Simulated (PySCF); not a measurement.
Simulation results for BH₈NSi₂, B₂H₆NSi, B₂H₅NSi, BH₆N₂Si and others

Computed with PySCF 2.14.0. Calculation on a computer-drawn molecule: optimised geometry and harmonic frequencies of an isolated molecule of the commonest isotopes, restricted reference for singlets and unrestricted otherwise, frozen core in MP2.

Common to all runs: method HF.

```yaml
- entry: 1
  formula: BH8NSi2
  start_structure:
    atoms_angstrom:
      - ["N", -0.5785, 1.878, 0.3092]
      - [B, -0.3263, 0.4731, 0.259]
      - [Si, 0.6611, -0.2904, 1.781]
      - [Si, -1.0262, -0.5954, -1.2475]
      - [H, -1.0945, 2.3629, -0.3913]
      - [H, -0.218, 2.473, 1.0636]
      - [H, 1.1122, 0.7005, 2.7668]
      - [H, -0.0165, -1.3036, 2.5156]
      - [H, 1.9628, -0.9816, 1.3715]
      - [H, -1.7489, 0.3077, -2.2477]
      - [H, -2.0405, -1.547, -0.832]
      - [H, -0.046, -1.2639, -2.0221]
  given:
    charge: 0
    multiplicity: 1
    basis: "cc-pV(D+d)Z"
    drawn_bonds_atom: [1, 2, 2, 1, 1, 3, 3, 3, 4, 4, 4]
    drawn_bonds_other_atom: [2, 3, 4, 5, 6, 7, 8, 9, 10, 11, 12]
    drawn_bonds_order: [1, 1, 1, 1, 1, 1, 1, 1, 1, 1, 1]
  results:
    optimised_atom_element: ["N", B, Si, Si, H, H, H, H, H, H, H, H]
    "optimised_atom_x [angstrom]": [-0.5626, -0.3362, 0.7244, -1.077, -1.07, -0.2358, 1.135, -0.08163, 1.957, -1.801, -2.026, 0.01415]
    "optimised_atom_y [angstrom]": [1.899, 0.5267, -0.3193, -0.5695, 2.387, 2.503, 0.7017, -1.351, -0.9835, 0.2941, -1.611, -1.264]
    "optimised_atom_z [angstrom]": [0.3031, 0.2822, 1.82, -1.285, -0.4083, 1.031, 2.825, 2.525, 1.32, -2.26, -0.8095, -2.018]
    "modes_frequency [cm^-1]": [60.95, 95.35, 142.0, 245.9, 265.3, 416.6, 498.7, 543.1, 667.6, 668.9, 714.4, 736.2, 786.7, 978.0, 1013, 1024, 1024, 1028, 1029, 1146, 1387, 1770, 2258, 2263, 2277, 2282, 2285, 2292, 3785, 3880]
    "modes_reduced_mass [dalton]": [1.015, 1.096, 3.23, 2.646, 1.908, 5.028, 1.074, 1.394, 1.357, 1.241, 1.856, 1.049, 2.256, 1.118, 1.106, 1.036, 1.035, 1.035, 1.038, 1.695, 4.757, 1.194, 1.043, 1.046, 1.05, 1.05, 1.026, 1.025, 1.05, 1.099]
    "rotational_constants [GHz]": [5.536, 2.288, 1.681]
    "total_energy [hartree]": -661.6900
    "convergence_status_largest_gradient_component [hartree/bohr]": 2.119e-05
- entry: 2
  formula: B2H6NSi
  start_structure:
    atoms_angstrom:
      - ["N", -2.5224, 0.3578, -0.4361]
      - [B, -1.265, 0.0871, -0.5446]
      - [B, 0.1473, -0.035, 0.2766]
      - [Si, 0.9687, -1.6144, 1.0165]
      - [H, -3.2403, 0.355, -1.0943]
      - [H, -2.9924, 0.7205, 0.4627]
      - [H, -0.9074, -0.3203, -1.6059]
      - [H, 0.8343, 0.976, 0.2441]
      - [H, 1.0875, -1.7995, 2.5133]
      - [H, 1.4485, -2.7989, 0.3888]
  given:
    charge: 1
    multiplicity: 1
    basis: "cc-pV(D+d)Z"
    drawn_bonds_atom: [1, 2, 3, 1, 1, 2, 3, 4, 4]
    drawn_bonds_other_atom: [2, 3, 4, 5, 6, 7, 8, 9, 10]
    drawn_bonds_order: [1, 1, 1, 1, 1, 1, 1, 1, 1]
  results:
    optimised_atom_element: ["N", B, B, Si, H, H, H, H, H, H]
    "optimised_atom_x [angstrom]": [-2.504, -1.242, 0.2017, 0.9135, -3.29, -2.732, -1.061, 0.9273, 0.6523, 1.693]
    "optimised_atom_y [angstrom]": [0.3455, 0.003772, 0.04578, -1.597, 0.3372, 0.6927, -0.3688, 0.9965, -1.893, -2.634]
    "optimised_atom_z [angstrom]": [-0.3125, -0.7398, 0.1889, 1.108, -0.9339, 0.5967, -1.87, 0.2401, 2.522, 0.4214]
    "modes_frequency [cm^-1]": [87.43, 162.9, 174.8, 318.2, 434.6, 480.7, 539.5, 682.0, 731.4, 751.1, 797.5, 930.2, 955.3, 985.3, 1046, 1206, 1452, 1771, 2389, 2420, 2676, 2738, 3799, 3899]
    "modes_reduced_mass [dalton]": [3.554, 1.965, 1.23, 1.738, 1.093, 1.82, 1.743, 1.238, 1.891, 1.5, 1.692, 1.365, 1.212, 1.258, 1.181, 1.464, 3.75, 1.232, 1.029, 1.056, 1.092, 1.09, 1.052, 1.099]
    "rotational_constants [GHz]": [17.38, 2.184, 2.102]
    "total_energy [hartree]": -395.9762
    "convergence_status_largest_gradient_component [hartree/bohr]": 4.899e-05
- entry: 3
  formula: B2H5NSi
  start_structure:
    atoms_angstrom:
      - ["N", -1.7021, -0.3633, 0.839]
      - [B, -1.8842, -0.746, -0.4856]
      - [B, -0.7075, -1.6159, -1.3061]
      - [Si, -0.9573, -1.995, -3.1078]
      - [H, -2.3498, 0.0923, 1.4369]
      - [H, -0.8818, -0.6406, 1.3507]
      - [H, -2.919, -0.3773, -0.8982]
      - [H, 0.3374, -1.9348, -0.829]
      - [H, -1.3888, -2.2731, -4.4513]
  given:
    charge: 0
    multiplicity: 1
    basis: "cc-pV(D+d)Z"
    drawn_bonds_atom: [1, 2, 3, 1, 1, 2, 3, 4]
    drawn_bonds_other_atom: [2, 3, 4, 5, 6, 7, 8, 9]
    drawn_bonds_order: [1, 1, 1, 1, 1, 1, 1, 1]
  results:
    optimised_atom_element: ["N", B, B, Si, H, H, H, H, H]
    "optimised_atom_x [angstrom]": [-1.657, -1.952, -0.8214, -0.1738, -2.349, -0.7419, -3.106, -0.3521, -1.3]
    "optimised_atom_y [angstrom]": [-0.05061, -1.079, -1.861, -1.241, 0.3672, 0.3214, -1.432, -2.913, -1.966]
    "optimised_atom_z [angstrom]": [0.5815, -0.3141, -1.326, -3.12, 1.169, 0.7257, -0.3793, -0.9506, -3.838]
    "modes_frequency [cm^-1]": [81.73, 161.0, 230.5, 393.0, 479.6, 514.9, 560.8, 581.8, 773.3, 810.2, 910.9, 972.1, 1015, 1212, 1408, 1762, 2127, 2619, 2633, 3812, 3911]
    "modes_reduced_mass [dalton]": [4.357, 2.052, 1.484, 1.425, 1.116, 2.109, 1.591, 1.449, 1.636, 1.314, 1.704, 1.246, 1.606, 1.607, 3.569, 1.2, 1.041, 1.088, 1.092, 1.051, 1.099]
    "rotational_constants [GHz]": [18.21, 2.274, 2.161]
    "total_energy [hartree]": -395.6188
    "convergence_status_largest_gradient_component [hartree/bohr]": 1.321e-05
- entry: 4
  formula: BH6N2Si
  start_structure:
    atoms_angstrom:
      - ["N", 0.9994, 1.1846, 1.225]
      - [B, -0.0034, 0.1621, 0.927]
      - ["N", -0.3235, -0.1751, -0.3934]
      - [Si, 0.3138, 0.5287, -1.8645]
      - [H, 1.4011, 1.7047, 0.4888]
      - [H, 1.1801, 1.4366, 2.1635]
      - [H, -0.4341, -0.4266, 1.8366]
      - [H, -0.9869, -0.8099, -0.5304]
      - [H, 1.8134, 0.317, -1.9244]
      - [H, -0.3521, -0.2511, -3.0006]
  given:
    charge: 0
    multiplicity: 2
    basis: "cc-pV(D+d)Z"
    drawn_bonds_atom: [1, 2, 3, 1, 1, 2, 3, 4, 4]
    drawn_bonds_other_atom: [2, 3, 4, 5, 6, 7, 8, 9, 10]
    drawn_bonds_order: [1, 1, 1, 1, 1, 1, 1, 1, 1]
  results:
    optimised_atom_element: ["N", B, "N", Si, H, H, H, H, H, H]
    "optimised_atom_x [angstrom]": [1.045, 0.01368, -0.373, 0.156, 1.623, 1.301, -0.5762, -1.144, 1.586, -0.02434]
    "optimised_atom_y [angstrom]": [1.111, 0.2044, -0.1488, 0.4594, 1.56, 1.317, -0.3023, -0.7881, 0.8529, -0.5943]
    "optimised_atom_z [angstrom]": [1.21, 0.9141, -0.4243, -1.957, 0.5315, 2.151, 1.833, -0.4665, -1.876, -2.989]
    "modes_frequency [cm^-1]": [101.7, 173.1, 191.0, 400.5, 492.4, 556.6, 602.5, 709.1, 818.2, 850.8, 978.2, 991.4, 997.9, 1118, 1201, 1436, 1466, 1753, 2265, 2281, 2676, 3806, 3830, 3934]
    "modes_reduced_mass [dalton]": [1.149, 1.984, 3.255, 1.245, 1.852, 1.283, 1.301, 2.074, 1.57, 1.267, 1.627, 1.079, 1.372, 1.515, 1.563, 1.683, 2.944, 1.22, 1.029, 1.055, 1.096, 1.075, 1.051, 1.098]
    "rotational_constants [GHz]": [14.73, 3.358, 2.76]
    "total_energy [hartree]": -426.0865
    spin_squared: 0.7539
    "convergence_status_largest_gradient_component [hartree/bohr]": 2.168e-05
- entry: 5
  formula: CH5BNO
  start_structure:
    atoms_angstrom:
      - ["N", -1.473, -0.5155, -0.5142]
      - [B, -0.3643, 0.177, -0.0877]
      - [C, 0.7276, 0.5325, -1.0325]
      - [O, 1.8604, 1.1846, -0.8139]
      - [H, -1.6673, -0.823, -1.4462]
      - [H, -2.261, -0.7518, 0.1061]
      - [H, -0.265, 0.4548, 1.0719]
      - [H, 0.6522, 0.3481, -2.1765]
      - [H, 1.8757, 1.3716, 0.1817]
  given:
    charge: 0
    multiplicity: 2
    basis: cc-pVDZ
    drawn_bonds_atom: [1, 2, 3, 1, 1, 2, 3, 4]
    drawn_bonds_other_atom: [2, 3, 4, 5, 6, 7, 8, 9]
    drawn_bonds_order: [1, 1, 1, 1, 1, 1, 1, 1]
  results:
    optimised_atom_element: ["N", B, C, O, H, H, H, H, H]
    "optimised_atom_x [angstrom]": [-1.526, -0.3686, 0.7338, 1.863, -1.71, -2.248, -0.2387, 0.7241, 1.855]
    "optimised_atom_y [angstrom]": [-0.5213, 0.1605, 0.5444, 1.202, -0.7981, -0.7738, 0.4537, 0.3326, 1.378]
    "optimised_atom_z [angstrom]": [-0.5009, -0.1067, -1.104, -0.7581, -1.443, 0.1391, 1.058, -2.168, 0.1718]
    "modes_frequency [cm^-1]": [184.7, 262.3, 416.8, 466.2, 483.1, 582.7, 691.6, 877.7, 955.2, 1063, 1213, 1294, 1320, 1449, 1618, 1754, 2643, 3317, 3821, 3927, 4137]
    "modes_reduced_mass [dalton]": [3.202, 2.794, 1.277, 1.229, 3.782, 1.218, 1.281, 1.629, 1.288, 1.519, 1.789, 1.394, 2.948, 1.677, 2.105, 1.255, 1.096, 1.088, 1.051, 1.098, 1.066]
    "rotational_constants [GHz]": [41.78, 3.774, 3.461]
    "total_energy [hartree]": -194.7973
    spin_squared: 0.7618
    "convergence_status_largest_gradient_component [hartree/bohr]": 3.737e-05
- entry: 6
  formula: AlBH4NO
  start_structure:
    atoms_angstrom:
      - ["N", -1.4094, 2.2069, 1.7332]
      - [B, -0.5639, 2.3936, 0.7075]
      - [O, -0.3317, 1.3451, -0.2967]
      - [Al, -0.1873, 0.1581, -1.3163]
      - [H, -1.5706, 2.9123, 2.3704]
      - [H, -1.9865, 1.4536, 1.8202]
      - [H, 0.1408, 3.3074, 0.5908]
      - [H, 0.0155, -0.9097, -2.3495]
  given:
    charge: 1
    multiplicity: 1
    basis: "cc-pV(D+d)Z"
    drawn_bonds_atom: [1, 2, 3, 1, 1, 2, 4]
    drawn_bonds_other_atom: [2, 3, 4, 5, 6, 7, 8]
    drawn_bonds_order: [1, 1, 1, 1, 1, 1, 1]
  results:
    optimised_atom_element: ["N", B, O, Al, H, H, H, H]
    "optimised_atom_x [angstrom]": [-1.441, -0.5565, -0.4782, -0.1468, -1.526, -2.05, 0.1634, 0.1423]
    "optimised_atom_y [angstrom]": [2.264, 2.319, 1.216, 0.1717, 3.016, 1.493, 3.244, -0.8555]
    "optimised_atom_z [angstrom]": [1.752, 0.7037, -0.1977, -1.366, 2.406, 1.938, 0.493, -2.47]
    "modes_frequency [cm^-1]": [111.2, 126.9, 418.4, 437.1, 439.0, 606.4, 650.9, 711.0, 985.9, 1023, 1217, 1287, 1459, 1751, 2185, 2792, 3810, 3915]
    "modes_reduced_mass [dalton]": [4.327, 3.908, 2.108, 1.187, 1.525, 1.233, 1.236, 3.023, 1.425, 1.471, 1.387, 7.948, 3.073, 1.296, 1.053, 1.101, 1.052, 1.099]
    "rotational_constants [GHz]": [47.93, 2.601, 2.468]
    "total_energy [hartree]": -398.1295
    "convergence_status_largest_gradient_component [hartree/bohr]": 2.214e-05
- entry: 7
  formula: BH5NOSi
  start_structure:
    atoms_angstrom:
      - ["N", 1.5789, 0.7313, -1.6733]
      - [B, 0.2477, 0.364, -1.5375]
      - [Si, -0.548, -1.074, -2.623]
      - [O, -2.1014, -1.3702, -2.1827]
      - [H, 2.1957, 0.4179, -2.3816]
      - [H, 1.9795, 1.4297, -1.0288]
      - [H, -0.3775, 0.7711, -0.6615]
      - [H, -0.1804, -1.9378, -3.8116]
      - [H, -2.8024, -1.8914, -2.4645]
  given:
    charge: 1
    multiplicity: 1
    basis: "cc-pV(D+d)Z"
    drawn_bonds_atom: [1, 2, 3, 1, 1, 2, 3, 4]
    drawn_bonds_other_atom: [2, 3, 4, 5, 6, 7, 8, 9]
    drawn_bonds_order: [1, 1, 1, 1, 1, 1, 1, 1]
  results:
    optimised_atom_element: ["N", B, Si, O, H, H, H, H, H]
    "optimised_atom_x [angstrom]": [1.571, 0.2753, -0.6552, -2.154, 2.145, 2.051, -0.3798, -0.1157, -2.744]
    "optimised_atom_y [angstrom]": [0.7142, 0.3823, -1.045, -1.387, 0.327, 1.409, 0.8615, -1.811, -2.011]
    "optimised_atom_z [angstrom]": [-1.701, -1.427, -2.571, -2.207, -2.423, -1.157, -0.56, -3.702, -2.616]
    "modes_frequency [cm^-1]": [55.62, 154.5, 320.2, 409.0, 586.2, 587.2, 671.4, 711.7, 762.8, 904.7, 958.8, 961.5, 1086, 1195, 1457, 1774, 2400, 2812, 3775, 3877, 4092]
    "modes_reduced_mass [dalton]": [2.943, 3.449, 5.019, 1.098, 1.209, 3.284, 1.376, 1.135, 1.229, 1.26, 1.174, 1.141, 4.948, 1.454, 3.437, 1.259, 1.044, 1.102, 1.054, 1.098, 1.069]
    "rotational_constants [GHz]": [24.82, 2.684, 2.422]
    "total_energy [hartree]": -445.6688
    "convergence_status_largest_gradient_component [hartree/bohr]": 1.058e-05
- entry: 8
  formula: CH7BNSi
  start_structure:
    atoms_angstrom:
      - ["N", -0.7561, -0.421, 1.5146]
      - [C, 0.3743, -0.7026, 0.5329]
      - [B, 0.3405, -2.0925, 0.0259]
      - [Si, -0.7929, -3.4229, 0.8734]
      - [H, -0.6906, 0.5213, 1.9515]
      - [H, -1.6456, -0.4665, 1.0816]
      - [H, 1.245, -0.4894, 1.0936]
      - [H, 0.3054, 0.0733, -0.224]
      - [H, 1.051, -2.4484, -0.891]
      - [H, -0.9262, -4.843, 0.4992]
      - [H, -1.7692, -3.3273, 1.931]
  given:
    charge: 0
    multiplicity: 2
    basis: "cc-pV(D+d)Z"
    drawn_bonds_atom: [1, 2, 3, 1, 1, 2, 2, 3, 4, 4]
    drawn_bonds_other_atom: [2, 3, 4, 5, 6, 7, 8, 9, 10, 11]
    drawn_bonds_order: [1, 1, 1, 1, 1, 1, 1, 1, 1, 1]
  results:
    optimised_atom_element: ["N", C, B, Si, H, H, H, H, H, H, H]
    "optimised_atom_x [angstrom]": [-0.7133, 0.285, 0.2941, -0.754, -0.6133, -1.639, 1.283, 0.262, 1.056, -0.8235, -1.902]
    "optimised_atom_y [angstrom]": [-0.314, -0.6374, -2.141, -3.585, 0.6387, -0.3807, -0.4816, 0.02157, -2.454, -4.927, -3.359]
    "optimised_atom_z [angstrom]": [1.586, 0.5726, 0.09359, 0.9506, 1.893, 1.197, 1.007, -0.3111, -0.7826, 0.3322, 1.851]
    "modes_frequency [cm^-1]": [135.6, 154.6, 210.7, 262.5, 332.1, 434.9, 564.7, 659.4, 731.1, 850.7, 874.6, 995.4, 1025, 1131, 1194, 1226, 1394, 1492, 1555, 1795, 2323, 2341, 2686, 3089, 3144, 3712, 3785]
    "modes_reduced_mass [dalton]": [1.515, 3.765, 1.31, 1.042, 1.148, 1.937, 2.118, 1.189, 2.495, 1.579, 1.631, 1.24, 1.094, 1.562, 2.458, 1.331, 1.249, 1.53, 1.109, 1.089, 1.037, 1.045, 1.092, 1.071, 1.086, 1.052, 1.093]
    "rotational_constants [GHz]": [11.84, 3.044, 2.482]
    "total_energy [hartree]": -409.9566
    spin_squared: 0.7657
    "convergence_status_largest_gradient_component [hartree/bohr]": 1.296e-05
```
